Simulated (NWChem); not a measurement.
The numbers come from NWChem runs, not from measurements. System: AlF2I, charge 0, spin multiplicity 1, at a geometry optimised with B3LYP/def2-SVP with def2 effective core potentials on I. The structure started from a generated list of species. Level: MP2/def2-SVP with def2 effective core potentials on I, 11 core orbitals frozen.

Output (cleaned and shortened):

```
             Northwest Computational Chemistry Package (NWChem) 7.3.0
             --------------------------------------------------------

                                NWChem Input Module
                                -------------------

 Scaling coordinates for geometry "geometry" by  1.889725989
 (inverse scale =  0.529177249)

 Turning off AUTOSYM since
 SYMMETRY directive was detected!

                             Geometry "geometry" -> ""
                             -------------------------

 Output coordinates in angstroms (scale by  1.889725989 to convert to a.u.)

  No.       Tag          Charge          X              Y              Z
 ---- ---------------- ---------- -------------- -------------- --------------
    1 Al                  13.0000     0.00000000     0.00000000     1.35893400
    2 F                    9.0000    -1.41600300     0.00000000     2.21082000
    3 F                    9.0000     1.41600300     0.00000000     2.21082000
    4 I                   53.0000     0.00000000     0.00000000    -1.08416800

 Effective nuclear repulsion energy (a.u.)     380.0714273585

            Nuclear Dipole moment (a.u.)
            ----------------------------
        X                 Y               Z
 ---------------- ---------------- ----------------
     0.0000000000     0.0000000000    -0.0000037795

      Symmetry information
      --------------------

 Group name             C2v
 Group number             16
 Group order               4
 No. of unique centers     3

      Symmetry unique atoms

     1    2    4


 Summary of "ao basis" -> "" (spherical)
 ------------------------------------------------------------------------------
       Tag                 Description            Shells   Functions and Types
 ---------------- ------------------------------  ------  ---------------------
 *                          def2-svp                  on all atoms

 Summary of "ao basis" -> "ao basis" (spherical)
 ------------------------------------------------------------------------------
       Tag                 Description            Shells   Functions and Types
 ---------------- ------------------------------  ------  ---------------------
 Al                         def2-svp                 8       18   4s3p1d
 F                          def2-svp                 6       14   3s2p1d
 I                          def2-svp                10       26   4s4p2d

                                 NWChem SCF Module
                                 -----------------

  ao basis        = "ao basis"
  functions       =    72
  atoms           =     4
  closed shells   =    28
  open shells     =     0
  charge          =   0.00
  wavefunction    = RHF
  use symmetry    = T
  symmetry adapt  = T

 Summary of "ao basis" -> "ao basis" (spherical)
 ------------------------------------------------------------------------------
       Tag                 Description            Shells   Functions and Types
 ---------------- ------------------------------  ------  ---------------------
 Al                         def2-svp                 8       18   4s3p1d
 F                          def2-svp                 6       14   3s2p1d
 I                          def2-svp                10       26   4s4p2d

      Symmetry analysis of basis
      --------------------------

        a1         31
        a2          7
        b1         20
        b2         14

 Forming initial guess at       0.1s

      Superposition of Atomic Density Guess
      -------------------------------------

 Sum of atomic energies:        -787.50355982

      Non-variational initial energy
      ------------------------------

 Total energy =    -737.314921
 1-e energy   =   -1584.366531
 2-e energy   =     620.189272
 HOMO         =      -0.367000
 LUMO         =      -0.053187

      Symmetry analysis of molecular orbitals - initial
      -------------------------------------------------

  Numbering of irreducible representations:

     1 a1          2 a2          3 b1          4 b2

  Orbital symmetries:

     1 a1          2 a1          3 b1          4 a1          5 a1
     6 b1          7 b2          8 a1          9 b1         10 a1
    11 b2         12 a1         13 b1         14 b2         15 a1
[...]
  ----- ------------  ---------------      ----- ------------  ---------------
    59      0.519907  4 I  pz                62      0.401574  4 I  pz
     3      0.233444  1 Al s                 56     -0.212268  4 I  pz
    49     -0.202482  4 I  s                 10     -0.197895  1 Al pz
    53     -0.174813  4 I  pz

 Vector   27  Occ=2.000000D+00  E=-4.061037D-01  Symmetry=b2
              MO Center=  1.5D-16,  1.1D-16, -9.5D-01, r^2= 2.1D+00
   Bfn.  Coefficient  Atom+Function         Bfn.  Coefficient  Atom+Function
  ----- ------------  ---------------      ----- ------------  ---------------
    58      0.582860  4 I  py                61      0.542865  4 I  py
    55     -0.238127  4 I  py                52     -0.194645  4 I  py

 Vector   28  Occ=2.000000D+00  E=-4.015729D-01  Symmetry=b1
              MO Center=  4.5D-16, -1.5D-15, -9.8D-01, r^2= 2.1D+00
   Bfn.  Coefficient  Atom+Function         Bfn.  Coefficient  Atom+Function
  ----- ------------  ---------------      ----- ------------  ---------------
    57      0.595440  4 I  px                60      0.544401  4 I  px
    54     -0.241778  4 I  px                51     -0.197558  4 I  px

 Vector   29  Occ=0.000000D+00  E= 5.472284D-02  Symmetry=a1
              MO Center= -8.1D-15, -3.1D-16,  9.9D-01, r^2= 5.4D+00
   Bfn.  Coefficient  Atom+Function         Bfn.  Coefficient  Atom+Function
  ----- ------------  ---------------      ----- ------------  ---------------
     4      1.415585  1 Al s                 62     -0.584273  4 I  pz
    50     -0.523952  4 I  s                 13     -0.248704  1 Al pz
    21     -0.241420  2 F  s                 35     -0.241420  3 F  s
     2      0.209383  1 Al s                 59     -0.195513  4 I  pz
    49     -0.189144  4 I  s

 Vector   30  Occ=0.000000D+00  E= 7.183042D-02  Symmetry=b2
              MO Center= -3.2D-15,  8.6D-15,  1.2D+00, r^2= 4.6D+00
   Bfn.  Coefficient  Atom+Function         Bfn.  Coefficient  Atom+Function
  ----- ------------  ---------------      ----- ------------  ---------------
    12      0.920423  1 Al py                61     -0.302252  4 I  py
     9      0.239732  1 Al py                26     -0.172809  2 F  py
    40     -0.172809  3 F  py                58     -0.153943  4 I  py
     6     -0.150358  1 Al py

 Vector   31  Occ=0.000000D+00  E= 1.737135D-01  Symmetry=b1
              MO Center=  2.1D-15,  1.6D-16,  8.9D-01, r^2= 5.6D+00
   Bfn.  Coefficient  Atom+Function         Bfn.  Coefficient  Atom+Function
  ----- ------------  ---------------      ----- ------------  ---------------
    11      1.223102  1 Al px                21      0.394666  2 F  s
    35     -0.394666  3 F  s                 60     -0.328112  4 I  px
    57     -0.163930  4 I  px                71     -0.163513  4 I  d  1

 center of mass
 --------------
 x =   0.00000000 y =   0.00000000 z =  -0.16655004

 moments of inertia (a.u.)
 ------------------
        1368.487593621995           0.000000000000           0.000000000000
           0.000000000000        1640.552822998173           0.000000000000
           0.000000000000           0.000000000000         272.065229376179

  Mulliken analysis of the total density
  --------------------------------------

    Atom       Charge   Shell Charges
 -----------   ------   -------------------------------------------------------
    1 Al  13    11.63   2.00  1.99  0.54 -0.04  5.94  0.65  0.21  0.34
    2 F    9     9.52   1.99  1.11  0.84  3.33  2.25  0.00
    3 F    9     9.52   1.99  1.11  0.84  3.33  2.25  0.00
    4 I   25    25.32   1.83  0.22  1.20  0.71  2.93  3.13  2.60  2.68  9.82  0.20

       Multipole analysis of the density wrt the origin
       ------------------------------------------------

     L   x y z        total         open         nuclear
     -   - - -        -----         ----         -------
     0   0 0 0     -0.000000      0.000000     56.000000

     1   1 0 0      0.000000      0.000000      0.000000
     1   0 1 0      0.000000      0.000000      0.000000
     1   0 0 1     -0.374357      0.000000     57.365849

     2   2 0 0    -41.121325      0.000000    128.883857
     2   1 1 0      0.000000      0.000000      0.000000
     2   1 0 1      0.000000      0.000000      0.000000
     2   0 2 0    -32.841651      0.000000      0.000000
     2   0 1 1      0.000000      0.000000      0.000000
     2   0 0 2    -40.067970      0.000000    504.847356

                   NWChem MP2 Semi-direct Energy/Gradient Module
                   ---------------------------------------------

  Basis functions       =     72
  Molecular orbitals    =     72
  Frozen core           =     11
  Frozen virtuals       =      0
  Active alpha occupied =     17
  Active beta occupied  =     17
  Active alpha virtual  =     44
  Active beta virtual   =     44
  Use MO symmetry       = T
  Use skeleton AO sym   = T

  AO/Fock/Back tols     =   1.0D-09  1.0D-09  1.0D-09

 GA uses MA = F    GA memory limited = T

 Available:
  local mem=  1.15D+08
 global mem=  1.31D+08
 local disk=  0.00D+00
  mp2_memr nvloc                    44
  nvloc new                    44
   1 passes of  17:        3145728                      29649                   6331337.
   1 passes of  17: M    114677790           G      131061632           F     111532062.

 Semi-direct pass number   1 of   1  for RHF alpha+beta  at        1.4s
  vrange nnbf                  2486
  mp2_eaftype                    24  avail_ma_in_mb                   999
 EAF : mp2_eaftype filesize          24    3165669.
  mp2_eaf for mointskh                     24
Node 0 wrote     14.9 Mb in      0.0 s     Agg I/O rate:  1235.5 Mb/s
 Done moints_semi at        4.6s
  mp2_eaftype                    24  avail_ma_in_mb                   975
 EAF : mp2_eaftype filesize          24    3165669.
  mp2_eaf for kh                    24
 Done maket at        4.8s
 Done multipass loop at        4.8s

          -------------------------------------------
          SCF energy                -737.424603010091
          Correlation energy          -0.545055236850
          Singlet pairs               -0.312083729822
          Triplet pairs               -0.232971507028
          Total MP2 energy          -737.969658246942
          -------------------------------------------

          ---------------------------------------------------
                    Spin Component Scaled (SCS) MP2
          Same spin pairs                     -0.155314338019
          Same spin scaling factor             0.333333333333
          Opposite spin pairs                 -0.389740898831
          Opposite spin scaling fact.          1.200000000000
          SCS-MP2 correlation energy          -0.519460524604
          Total SCS-MP2 energy              -737.944063534695
          ---------------------------------------------------

 -----------------------
 Performance information
 -----------------------

 Timer overhead =  1.92D-07 seconds/call

               Nr. of calls         CPU time (s)                 Wall time (s)                GFlops
             ---------------    -------------------     ------------------------------   -------------------
Name         Min   Avg   Max    Min     Avg     Max     Min     Avg     Max   Mx/calls   Min     Max     Sum
mp2: moin     1     1     1    3.3     3.3     3.3      3.3     3.3     3.3     3.3      0.0     0.0     0.0
mp2: make     1     1     1   0.18    0.18    0.18     0.18    0.18    0.18    0.18      0.0     0.0     0.0
mp2: tota     1     1     1    3.5     3.5     3.5      3.5     3.5     3.5     3.5      0.0     0.0     0.0

 The average no. of pstat calls per process was 3.00D+00
 with a timing overhead of 5.75D-07s

 Task  times  cpu:        4.8s     wall:        4.8s

 Total times  cpu:        4.8s     wall:        4.8s
```

Write an NWChem input that would produce this output.

Several could match; the one computed here: 
```
start mol
memory heap 200 mb stack 800 mb global 1000 mb
geometry units angstroms nocenter noautoz
  Al     0.000000     0.000000     1.358934
  F     -1.416003     0.000000     2.210820
  F      1.416003     0.000000     2.210820
  I      0.000000     0.000000    -1.084168
  symmetry group C2v
end
basis spherical
  * library def2-svp
end
ecp
  I library def2-ecp
end
scf
  rhf
  nopen 0
  maxiter 100
  thresh 1e-7
  semidirect memsize 60000000 filesize 0
end
mp2
  freeze core 11
end
task mp2 energy
```
